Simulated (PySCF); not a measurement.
B(OH)(SH)2 (BH3OS2), SMILES OB(S)S. Atoms are numbered in the order given.

```xyz
7

B      0.3984     0.0016     0.0000
O      1.7583     0.0317     0.0000
H      2.1868    -0.8346     0.0000
S     -0.6324    -1.5135     0.0000
H      0.3704    -2.4221     0.0000
S     -0.4254     1.6283     0.0000
H     -1.6916     1.1575     0.0000
```

The structure is a stationary point at TPSSh-D3(BJ)/def2-SVP. Other conformers were not sampled.

Level of theory: KT2/pcSseg-1 (PySCF).

GIAO shieldings, no solvent; atoms listed in one row are averaged. δ = σ(ref) − σ: ¹¹B against BF3 (σ = 89.8 ppm); ¹⁷O against H2O (σ = 330.4 ppm); ¹H against TMS (σ = 31.47 ppm); ³³S against H2S (σ = 723.0 ppm), references at their B3LYP-D3(BJ)/def2-TZVP geometries, non-relativistic.

```tsv
nucleus	atoms	count	δ (ppm)
¹¹B	B1	1	30.2
¹⁷O	O2	1	168.6
¹H	H3	1	4.46
¹H	H5, H7	2	1.87
³³S	S4	1	129.5
³³S	S6	1	120.3
```
